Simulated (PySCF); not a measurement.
SMILES CC[SiH](C)CC (GFN2-xTB optimised geometry):

```
20

Si    -0.545    -0.400     0.000
C     -1.198     1.389     0.000
C      1.365    -0.400     0.000
C      1.985     0.302     1.204
C     -1.197    -1.329     1.536
C     -2.717    -1.450     1.560
H     -1.006    -1.091    -1.220
H     -2.273     1.414    -0.149
H     -0.987     1.892     0.940
H     -0.746     1.973    -0.795
H      1.722     0.082    -0.911
H      1.731    -1.427    -0.036
H      1.685    -0.183     2.129
H      1.672     1.343     1.245
H      3.073     0.279     1.148
H     -0.764    -2.331     1.571
H     -0.873    -0.823     2.447
H     -3.073    -1.973     0.676
H     -3.180    -0.467     1.580
H     -3.051    -2.000     2.439
```

Level of theory: CAM-B3LYP/def2-SVP (PySCF).

### Question
What are the frontier orbital energies and the dipole moment?

### Answer
HOMO-2 -10.04 eV, HOMO-1 -9.52 eV, HOMO -9.15 eV, LUMO 2.42 eV, LUMO+1 2.91 eV; dipole moment 0.46 D.

On the same geometry PBE/def2-SVP in PySCF gives HOMO-2 -7.28 eV, HOMO-1 -6.83 eV, HOMO -6.49 eV, LUMO 0.72 eV, LUMO+1 1.10 eV; dipole moment 0.52 D.

Meta-Löwdin charges at CAM-B3LYP/def2-SVP: Si1 0.78, C2 -0.54, C3 -0.40, C4 -0.28, C5 -0.40, C6 -0.28, H7 -0.13, H8 0.11, H9 0.11, H10 0.11, H11 0.09, H12 0.10, H13 0.09, H14 0.09, H15 0.09, H16 0.09, H17 0.09, H18 0.09, H19 0.09, H20 0.09.
